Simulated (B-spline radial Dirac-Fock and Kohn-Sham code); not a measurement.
**The free chlorine atom: differential elastic cross section for electrons at 1.5 keV**

Model: relativistic (Dirac) partial waves in the static field of the Dirac-Fock atom with Furness-McCarthy exchange, without polarisation or absorption potentials. Program: a radial B-spline solver.

Input of the calculation (task.json; shells as n, l, electrons):

```json
{"items": [{
  "Z": 17,
  "q": 0,
  "cfg": [[1, 0, 2], [2, 0, 2], [2, 1, 6], [3, 0, 2], [3, 1, 5]],
  "A": 35,
  "rrms": 3.3654,
  "do": "elastic",
  "energies": [[1500, 0]],
  "theta": [0, 1, 2, 3, 5, 7, 10, 15, 20, 25, 30, 40, 50, 60, 70, 80, 90, 100, 110, 120, 130, 140, 150, 160, 170, 180]
}]}
```

Run with: `python xray2_run.py task.json out`

| θ (°) | dσ/dΩ (a₀²/sr) | Sherman function |
| --- | --- | --- |
| 0 | 57.4 | 0.000 |
| 1 | 56.0 | 0.000 |
| 2 | 51.9 | 0.000 |
| 3 | 45.9 | 0.000 |
| 5 | 31.9 | 0.000 |
| 7 | 19.9 | 0.000 |
| 10 | 9.01 | 0.000 |
| 15 | 2.71 | 0.000 |
| 20 | 1.13 | 0.000 |
| 25 | 0.585 | 0.001 |
| 30 | 0.338 | 0.001 |
| 40 | 0.142 | 0.002 |
| 50 | 0.0759 | 0.001 |
| 60 | 0.0482 | -0.001 |
| 70 | 0.0342 | -0.004 |
| 80 | 0.0263 | -0.007 |
| 90 | 0.0214 | -0.010 |
| 100 | 0.0182 | -0.012 |
| 110 | 0.0161 | -0.013 |
| 120 | 0.0147 | -0.013 |
| 130 | 0.0137 | -0.012 |
| 140 | 0.0130 | -0.010 |
| 150 | 0.0125 | -0.008 |
| 160 | 0.0122 | -0.006 |
| 170 | 0.0120 | -0.003 |
| 180 | 0.0119 | 0.000 |

Q: What integrated cross sections go with this distribution?

A: The total elastic cross section is 3.88 a₀², the first transport cross section 0.343 a₀² and the second, weighted with (3/2) sin²θ, 0.598 a₀². The mean deflection is ⟨1 − cos θ⟩ = 0.0884, and 2.5 % of the collisions scatter beyond 90°.
